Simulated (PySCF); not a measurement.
Cl$_{3}$Se (SMILES Cl[Se](Cl)Cl), doublet, at a GFN2-xTB geometry (the spin is typed, not shown lowest). Base run: B3LYP/3-21G (PySCF).

Geometry (Å):
```xyz
4

Se    -0.3250     0.2369     0.1764
Cl    -1.5531    -1.6964    -0.0399
Cl     0.7224     2.0176    -0.8360
Cl     1.4808    -0.7951     0.5230
```
Charge 0, spin multiplicity 2.
Orbitals are unrestricted.
All else is at PySCF's defaults.
Base energy -3764.14627 Eh.

Variants of this job, named by their change:

| change | ΔE vs base (mEh) | grid points | electrons on the grid |
|---|---|---|---|
| base | 0.000 | 77064 | 85.00000 |
| small_rho_cutoff = 0 | 0.000 | 77064 | 85.00000 |
| grids.level = 2 | 0.004 | 48312 | 85.00000 |
| grids.prune = dft.gen_grid.treutler_prune | 0.000 | 75976 | 85.00000 |
| grids.level = 4 | 0.003 | 116256 | 85.00000 |
| grids.level = 5 | 0.003 | 173880 | 85.00000 |
| grids.atom_grid = (75, 302) | 0.003 | 54024 | 85.00000 |
| grids.prune = off | 0.000 | 143224 | 85.00000 |
| grids.atom_grid = (50, 194) | -0.122 | 25064 | 85.00003 |
| grids.level = 7 | 0.003 | 342688 | 85.00000 |
| grids.atom_grid = (30, 110) | 14.936 | 9720 | 84.99928 |

Open shells are given as the SCF converged; they aren't shown to be the lowest states, and a large step between rows can be another state.
